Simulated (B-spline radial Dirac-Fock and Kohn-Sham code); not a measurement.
Radiative decay of the M5 hole in Sm⁶⁺

System: the Sm⁶⁺ ion in the configuration [Kr] 4d10 4f4 5s2 5p4.

Input of the calculation (task.json; shells as n, l, electrons):

```json
{"items": [{
  "Z": 62,
  "q": 6,
  "cfg": [[1, 0, 2], [2, 0, 2], [2, 1, 6], [3, 0, 2], [3, 1, 6], [3, 2, 10], [4, 0, 2], [4, 1, 6], [4, 2, 10], [4, 3, 4], [5, 0, 2], [5, 1, 4]],
  "A": 152,
  "rrms": 5.0819,
  "do": ["binding", "quiet", "decay"],
  "holes": ["K", "L1", "L2", "L3", "M1", "M2", "M3", "M4", "M5", "N1", "N2", "N3", "N4", "N5"]
}]}
```

Command: `python xray_run.py task.json out`

Level of theory: a relativistic independent-particle model: LDA orbitals of the hole state, radiative multipoles to third order, Auger rates from the Coulomb interaction with a continuum orbital, Dirac-Fock energies; a radial B-spline solver.

```tsv
line	multipole	energy (eV)	width (meV)	share (%)
Mζ1 (M5-N3)	E1	–	0.526	13.7
M5-N5	E2	952.5	0.000935	0.0244
M5-O3	E1	1081.4	0.0681	1.78
Mα2 (M5-N6)	E1	1086.1	0.156	4.08
Mα1 (M5-N7)	E1	1086.7	3.08	80.4
```

The listed lines hold 100.0 % of the radiative rate. A dash stands for an energy that rests on an unreliable hole state. The radiative width is 0.00383 eV in the length form and 0.00390 eV in the velocity form; the two differ because the transition energies are not eigenvalue differences of the potential that gave the orbitals.
